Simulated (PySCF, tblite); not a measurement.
Isomers of C3H7Cl2FSi, one GFN2-xTB conformer each. Single-point energies are computed at PBE0/pcSseg-1 (PySCF, gas phase, no added dispersion term), electronic only.

| SMILES | GFN2-xTB relative energy (kJ/mol) |
| --- | --- |
| F[C@H](Cl)[SiH2]CCCl | 40.5 |
| FC[C@H]([SiH3])C(Cl)Cl | 0.0 |

Conformers: `[F:1][C@H:2]([Cl:3])[SiH2:4][CH2:5][CH2:6][Cl:7]` with F1–C2–Si4–C5 -173°, C2–Si4–C5–C6 -160°, Si4–C5–C6–Cl7 -48°; `[F:1][CH2:2][C@H:3]([SiH3:4])[CH:5]([Cl:6])[Cl:7]` with F1–C2–C3–Si4 50°, C2–C3–C5–Cl6 171°.

Task: What does PBE0/pcSseg-1 give for the same structures?

Result: 
```
                SMILES  PBE0/pcSseg-1 E (Eh)  PBE0/pcSseg-1 (kJ/mol)  GFN2-xTB (kJ/mol)  point group
  F[C@H](Cl)[SiH2]CCCl           -1427.52463                     0.0               40.5           C1
FC[C@H]([SiH3])C(Cl)Cl           -1427.51741                    19.0                0.0           C1
```

GFN2-xTB puts FC[C@H]([SiH3])C(Cl)Cl lowest instead. 

Task: Which frontier levels, dipoles and rotational constants go with these structures?

Result: 
| SMILES | HOMO (eV, PBE0/pcSseg-1) | LUMO (eV) | dipole (D) | A, B, C (MHz) |
| --- | --- | --- | --- | --- |
| F[C@H](Cl)[SiH2]CCCl | -8.18 | 0.22 | 2.70 | 3176, 599.8, 530.0 |
| FC[C@H]([SiH3])C(Cl)Cl | -8.76 | -0.13 | 1.66 | 1645, 1183, 759.6 |

Task: What happens when harmonic zero-point energies from GFN2-xTB frequencies are added?

Result: 
```csv
SMILES,ZPE (kJ/mol),electronic (kJ/mol),with ZPE (kJ/mol)
F[C@H](Cl)[SiH2]CCCl,240.8,0.0,0.0
FC[C@H]([SiH3])C(Cl)Cl,236.6,19.0,14.7
```

The zero-point energies span 4.2 kJ/mol. The order is unchanged.
